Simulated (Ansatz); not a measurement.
Correlation energies of H6N3NbO (`[NH2][Nb]([NH2])([NH2])=[O]`) by basis set

```xyz
11

N     0.9378    1.5548   -0.5251
Nb    0.3162   -0.2938   -0.1490
N     0.0765   -0.5544    1.8054
N    -1.3876   -0.6538   -1.1045
O     1.4909   -1.3852   -0.7027
H     1.7713    1.7690   -1.0526
H     0.5431    2.4069   -0.1546
H    -0.6703   -0.1810    2.3729
H     0.6494   -1.1711    2.3624
H    -2.2037   -0.0596   -1.1192
H    -1.5237   -1.4318   -1.7331
```

The species carries charge 0 and has multiplicity 1. Correlated methods include outer-core shells of Nb, which these sets cover unevenly. Nb takes the def2 core potential. Geometry: relaxed with PBE0-D4/def2-TZVP. It is one conformer, not always the lowest. Frozen core, restricted reference, the Gaussian-basis code of Ansatz.

| basis | HF (Eh) | MP2 corr. | CCSD corr. | (T) | CCSD(T) total |
| --- | --- | --- | --- | --- | --- |
| def2-SVP | -298.01234 | -1.05946 | -1.05407 | -0.04542 | -299.11183 |
| def2-TZVPP | -298.33333 | -1.37462 | -1.35452 | -0.07030 | -299.75815 |
| def2-QZVPP | -298.34960 | -1.48552 | – | – | – |
